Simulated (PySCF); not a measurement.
C3H3ClF2.

```xyz
9

F      2.0320    -0.2564     0.8621
C      1.2059     0.0682    -0.1499
C      0.4592     1.3744    -0.0543
C     -0.2554     0.0793     0.1328
F     -0.6448    -0.2388     1.3729
Cl    -1.3769    -0.4876    -1.0865
H      1.5541    -0.2859    -1.1258
H      0.2893     1.9613    -0.9595
H      0.6207     1.9390     0.8688
```
Charge 0, spin multiplicity 1.

Coordinates come from a PBE0-D3(BJ)/def2-SVP optimisation. The structure was generated by enumeration; whether it is a known compound was not checked.

Level of theory: PBE/pcSseg-1 in PySCF. Non-relativistic, no solvent.

Computed absolute GIAO shielding of each atom: isotropic value and principal components (ppm):
```tsv
atom	σ(iso)	σ11	σ22	σ33	span
F1	390.3	359.9	382.4	428.8	68.9
C2	101.5	54.9	75.2	174.2	119.3
C3	153.9	126.4	148.0	187.3	60.9
C4	80.0	43.3	66.1	130.7	87.4
F5	333.0	239.7	310.9	448.4	208.6
Cl6	678.5	365.0	645.1	1025.4	660.4
H7	26.8	21.9	27.7	30.9	9.0
H8	29.9	25.1	27.8	36.8	11.7
H9	29.6	25.4	27.5	35.9	10.5
```
